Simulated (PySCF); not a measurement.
Atom-mapped SMILES (the numbers label the heavy atoms): `[N:1]#[C:2][C:3]([SiH3:4])=[C:5]=[S:6]`; H(Xn) means a hydrogen on atom n.

Geometry: PBE0-D3(BJ)/def2-SVP; GIAO shifts from PySCF, gas phase, non-relativistic, averaged over equivalent atoms.

At BLYP/pcSseg-2 (272 basis functions, 44 s wall time on 1 thread of an Arm Neoverse V2, shared host):
| atoms | δ (ppm) |
| --- | --- |
| N1 | 335.0 |
| C5 | 244.3 |
| C2 | 110.0 |
| C3 | 38.7 |
| Si4 | -59.2 |
| S6 | 245.3 |
| H(Si4) | 4.56 |

Chemical shifts δ = σref − σ; $^{15}$N (σ = 257.55 ppm) against NH3; $^{13}$C (σ = 175.01 ppm), $^{29}$Si (σ = 309.66 ppm), $^{1}$H (σ = 31.38 ppm) against TMS; $^{33}$S (σ = 487.98 ppm) vs CS2, all at this level.

Estimate the result of repeating the calculation with KT2/pcSseg-2.

Results:


```
 atoms  δ at KT2/pcSseg-2  change
    N1              317.7   -17.3
    C5              229.5   -14.8
    C2              102.3    -7.7
    C3               36.9    -1.8
   Si4              -56.3    +2.9
    S6              212.9   -32.4
H(Si4)               4.61   +0.05
```

Referencing at the same level of theory: $^{15}$N (260.12 ppm) vs NH3; $^{13}$C (182.28 ppm) and $^{29}$Si (350.99 ppm) and $^{1}$H (31.18 ppm) against TMS; $^{33}$S (525.25 ppm) against CS2.

The largest change is at S6 (thione sulfur). Cost: 272 basis functions, 40 s wall time on 1 thread of an Arm Neoverse V2, shared host. The order of the carbon signals is the same at both levels.

Experimental scales use liquid or dissolved standards, which lie at an offset from isolated NH3 (liquid NH3: subtract about 20 ppm). Unscaled 15N shifts of sp2 nitrogen often come out too high even then, by a few to some tens of ppm.
